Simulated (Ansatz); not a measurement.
H$_{7}$B$_{3}$N$_{3}$ (SMILES B1NB[NH2+]BN1), charge +1, singlet, geometry from GFN2-xTB; MP2/STO-3G in Ansatz (a program for electronic structure).

Here is a job for Ansatz.
Ansatz 0.2 input:
```yaml
crystal:
  periodic: [false, false, false]
  atoms:
    - {symbol: B, position_ang: [0.86251219, -1.19327684, 0.20470020]}
    - {symbol: N, position_ang: [1.39506126, 0.13710217, 0.26582380]}
    - {symbol: B, position_ang: [0.66986180, 1.29721651, 0.08876115]}
    - {symbol: N, position_ang: [-0.82466883, 1.14092094, -0.19571883]}
    - {symbol: B, position_ang: [-1.41304089, -0.26903579, -0.26514000]}
    - {symbol: N, position_ang: [-0.54097915, -1.31871608, -0.06312431]}
    - {symbol: H, position_ang: [1.53770716, -2.12740221, 0.36494437]}
    - {symbol: H, position_ang: [2.38574493, 0.21228932, 0.45529505]}
    - {symbol: H, position_ang: [1.11296446, 2.37378670, 0.14057704]}
    - {symbol: H, position_ang: [-1.03809559, 1.62294398, -1.07286357]}
    - {symbol: H, position_ang: [-1.34412975, 1.67284054, 0.50748952]}
    - {symbol: H, position_ang: [-2.55236918, -0.38238491, -0.48219127]}
    - {symbol: H, position_ang: [-0.90438046, -2.26174200, -0.10372250]}
basis:
  gaussian:
    orbitals: STO-3G
total_charge: 1
magnetization: {spin_polarized: false}
correlation: {method: mp2}
```

It wrote (shortened):

```
Functional definition: HF
516 factors; integrals over basis functions are off by at most 8.0e-5 eV
mean field evaluation 1: about -6488.3475 eV, gradient 2.7e1 eV
mean field evaluation 2: about -6488.5381 eV, gradient 2.7e1 eV
mean field evaluation 4: about -6491.1264 eV, gradient 2.1e0 eV
mean field evaluation 8: about -6491.1431 eV, gradient 3.3e-2 eV
mean field -6491.14312439 eV, -238.5451099665 hartree, gradient 1.5e-6 eV, S^2 0.000000; 0 other end points of the search recorded, 0 dependent functions left out
6 core orbitals not correlated
reference -6491.14312439 eV, -238.5451099665 hartree; 15, 15 occupied and 16, 16 virtual orbitals, 516 factors
second order -7.34062857 eV of doubles, -0.00000000 eV of singles
Total energy: -6498.48375296 eV, -238.8148730907 hartree
```
